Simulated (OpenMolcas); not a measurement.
**Computed transition rates of Kr3+**

```
Program             : OpenMolcas 26.06
Method              : MS-RASPT2, IPEA 0.25 Eh, imaginary shift 0.1 Eh (closed shells correlated: 3d)
Basis               : ANO-RCC-VQZP [7s6p4d2f1g]
Scalar Hamiltonian  : DKH2, point nucleus
Active space        : 5 electrons in 9 orbitals (RAS2 4s 4p; RAS3 4d, at most 2 electrons)
State averaging     : 2S+1 = 4 odd, 1 root; 2S+1 = 2 odd, 11 roots; 2S+1 = 4 even, 3 roots; 2S+1 = 2 even, 9 roots
Spin-orbit coupling : state interaction with AMFI integrals over the reference wave functions, term energies averaged over their components
```

Rates come from the transition moments of the reference wave functions (E1 and E2 in the length form). At fixed line strength A goes as λ^-3 for E1 and M1 and as λ^-5 for E2, so a rate at the computed wavelength can be rescaled to the measured one. Measured vacuum wavelengths follow from level energies in Saloman, J. Phys. Chem. Ref. Data 36, 215 (2007). Branching counts decays inside the model space alone, at computed energies, and the table is only a selection of the E2 and M1 lines, drawn from those between levels with measured partners whose computed energy lies within a factor of 1.5 of the measured one.

| Upper | Lower | Type | λ computed (nm) | λ measured (nm) | A computed (s-1) | A rescaled (s-1) | Branching % |
| --- | --- | --- | --- | --- | --- | --- | --- |
| 4s2 4p3 2D* 5/2 | 4s2 4p3 2D* 3/2 | M1 | 7428 | 6014 | 2.42e-02 | 4.56e-02 | 20.2 |
| 4s2 4p3 2P* 1/2 | 4s2 4p3 2D* 5/2 | E2 | 785.5 | 809.3 | 1.68e-01 | 1.45e-01 | 1.2 |
| 4s2 4p3 2P* 1/2 | 4s2 4p3 2D* 3/2 | M1 | 710.4 | 713.3 | 4.14e+00 |  | 28.6 |
| 4s2 4p3 2P* 1/2 | 4s2 4p3 2D* 3/2 | E2 | 710.4 | 713.3 | 3.83e-01 | 3.75e-01 | 2.6 |
| 4s2 4p3 2P* 3/2 | 4s2 4p3 2D* 5/2 | M1 | 687.3 | 680 | 4.28e+00 |  | 12.4 |
| 4s2 4p3 2P* 3/2 | 4s2 4p3 2D* 5/2 | E2 | 687.3 | 680 | 5.16e-01 | 5.44e-01 | 1.5 |
| 4s2 4p3 2P* 3/2 | 4s2 4p3 2D* 3/2 | M1 | 629.1 | 610.9 | 9.70e+00 |  | 28.1 |
| 4s2 4p3 2P* 3/2 | 4s2 4p3 2D* 3/2 | E2 | 629.1 | 610.9 | 2.55e-01 | 2.95e-01 | 0.7 |
| 4s2 4p3 2D* 3/2 | 4s2 4p3 4S* 3/2 | M1 | 560 | 586.9 | 2.02e+00 |  | 99.4 |
| 4s2 4p3 2D* 3/2 | 4s2 4p3 4S* 3/2 | E2 | 560 | 586.9 | 1.20e-02 |  | 0.6 |
| 4s2 4p3 2D* 5/2 | 4s2 4p3 4S* 3/2 | M1 | 520.8 | 534.8 | 6.96e-02 |  | 58.3 |
| 4s2 4p3 2D* 5/2 | 4s2 4p3 4S* 3/2 | E2 | 520.8 | 534.8 | 2.56e-02 |  | 21.4 |
| 4s2 4p3 2P* 1/2 | 4s2 4p3 4S* 3/2 | M1 | 313.2 | 322 | 9.75e+00 |  | 67.4 |
| 4s2 4p3 2P* 3/2 | 4s2 4p3 4S* 3/2 | M1 | 296.3 | 299.4 | 1.97e+01 |  | 57.0 |

Spin-changing lines and M1 lines between different terms are not rescaled, since their strength hangs on the term gaps too.

The largest correction is for 4s2 4p3 2D* 5/2 → 4s2 4p3 2D* 3/2 (M1): 2.42e-02 × (7428 / 6014)^3 = 4.56e-02 s-1, a factor of 1.88.

No measured rate stands beside these. Rescaling mends the energy factor alone: line strengths can still be far off where a level mixes with configurations outside the active space, and weak or spin-changing lines hang on small mixing coefficients that depend on the term gaps too, so rescaling need not improve them.

The run also gave levels led by 4s2 4p2 4d, which use shells meant for correlation; these and all levels above them are left out. Computed and measured levels are paired by configuration, term and J; levels that our copy of the source lacks, or whose pairing is in doubt (as where it misses far off the trend of its configuration), stay unpaired. Only configurations of the active space appear.

* marks odd parity.
